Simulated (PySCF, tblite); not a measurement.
Isomers of C8H14OSi, one GFN2-xTB conformer each. Single-point energies are computed at PBE0/pcSseg-1 (PySCF, gas phase, no added dispersion term), electronic only.

| SMILES | GFN2-xTB relative energy (kJ/mol) |
| --- | --- |
| C=C[C@](C=O)(C[SiH3])C1CC1 | 117.6 |
| C=C(C)[C@@H]1C=C(OC)C[SiH2]1 | 47.1 |
| CC#C[C@@](C)(C=O)[C@H](C)[SiH3] | 114.9 |
| CO/C=C\[C@H](C)C1=C[SiH2]C1 | 146.4 |
| CCOC1=C[SiH2][C@H]2C[C@@H]1C2 | 0.0 |

Conformers: `[CH2:1]=[CH:2][C@:3]([CH:4]=[O:5])([CH2:6][SiH3:7])[CH:8]1[CH2:9][CH2:10]1` with C1–C2–C3–C4 150°, C2–C3–C4–O5 -147°, C2–C3–C6–Si7 160°, C2–C3–C8–C9 43°; `[CH2:1]=[C:2]([CH3:3])[C@@H:4]1[CH:5]=[C:6]([O:7][CH3:8])[CH2:9][SiH2:10]1` with C1–C2–C4–C5 -135°, C5–C6–O7–C8 -1°; `[CH3:1][C:2]#[C:3][C@@:4]([CH3:5])([CH:6]=[O:7])[C@H:8]([CH3:9])[SiH3:10]` with C3–C4–C6–O7 150°, C3–C4–C8–C9 -43°; `[CH3:1][O:2]/[CH:3]=[CH:4]\[C@H:5]([CH3:6])[C:7]1=[CH:8][SiH2:9][CH2:10]1` with C1–O2–C3–C4 176°, C3–C4–C5–C6 -134°, C4–C5–C7–C8 111°; `[CH3:1][CH2:2][O:3][C:4]1=[CH:5][SiH2:6][C@H:7]2[CH2:8][C@@H:9]1[CH2:10]2` with C1–C2–O3–C4 180°, C2–O3–C4–C5 0°.

Task: What does PBE0/pcSseg-1 give for the same structures?

Result: 
```csv
SMILES,PBE0/pcSseg-1 E (Eh),PBE0/pcSseg-1 (kJ/mol),GFN2-xTB (kJ/mol),point group
CCOC1=C[SiH2][C@H]2C[C@@H]1C2,-677.31432,0.0,0.0,Cs
C=C(C)[C@@H]1C=C(OC)C[SiH2]1,-677.31052,10.0,47.1,C1
CO/C=C\[C@H](C)C1=C[SiH2]C1,-677.27729,97.2,146.4,C1
C=C[C@](C=O)(C[SiH3])C1CC1,-677.27636,99.6,117.6,C1
CC#C[C@@](C)(C=O)[C@H](C)[SiH3],-677.27041,115.3,114.9,C1
```

Both levels put the same isomer lowest; measured from each level's own lowest isomer, the values differ by up to 49.2 kJ/mol (CO/C=C\[C@H](C)C1=C[SiH2]C1: 146.4 against 97.2). As drawn, the lowest has a four-membered ring and a C=C bond outside aromatic rings, which the highest lacks; the highest has a C=O bond, a C≡C bond and a quaternary carbon, which the lowest lacks. Neighbours about 10 kJ/mol apart or less (CCOC1=C[SiH2][C@H]2C[C@@H]1C2 and C=C(C)[C@@H]1C=C(OC)C[SiH2]1; CO/C=C\[C@H](C)C1=C[SiH2]C1 and C=C[C@](C=O)(C[SiH3])C1CC1) can change places with a better method, another conformer or zero-point energy.

Task: Which frontier levels, dipoles and rotational constants go with these structures?

Result: 
```csv
SMILES,"HOMO (eV, PBE0/pcSseg-1)",LUMO (eV),dipole (D),"A, B, C (MHz)"
CCOC1=C[SiH2][C@H]2C[C@@H]1C2,-6.52,0.47,1.18,"2428, 693.1, 596.0"
C=C(C)[C@@H]1C=C(OC)C[SiH2]1,-6.42,0.40,1.04,"1700, 797.0, 628.8"
CO/C=C\[C@H](C)C1=C[SiH2]C1,-6.36,0.09,2.44,"1791, 620.9, 497.6"
C=C[C@](C=O)(C[SiH3])C1CC1,-7.48,-1.13,3.57,"1550, 846.3, 794.4"
CC#C[C@@](C)(C=O)[C@H](C)[SiH3],-7.36,-1.11,3.95,"1967, 678.0, 622.0"
```

Task: What happens when harmonic zero-point energies from GFN2-xTB frequencies are added?

Result: 
```csv
SMILES,ZPE (kJ/mol),electronic (kJ/mol),with ZPE (kJ/mol)
CCOC1=C[SiH2][C@H]2C[C@@H]1C2,519.6,0.0,0.9
C=C(C)[C@@H]1C=C(OC)C[SiH2]1,508.7,10.0,0.0
CO/C=C\[C@H](C)C1=C[SiH2]C1,506.8,97.2,85.3
C=C[C@](C=O)(C[SiH3])C1CC1,503.1,99.6,84.0
CC#C[C@@](C)(C=O)[C@H](C)[SiH3],498.5,115.3,95.1
```

The zero-point energies span 21.1 kJ/mol. C=C(C)[C@@H]1C=C(OC)C[SiH2]1 becomes the lowest.
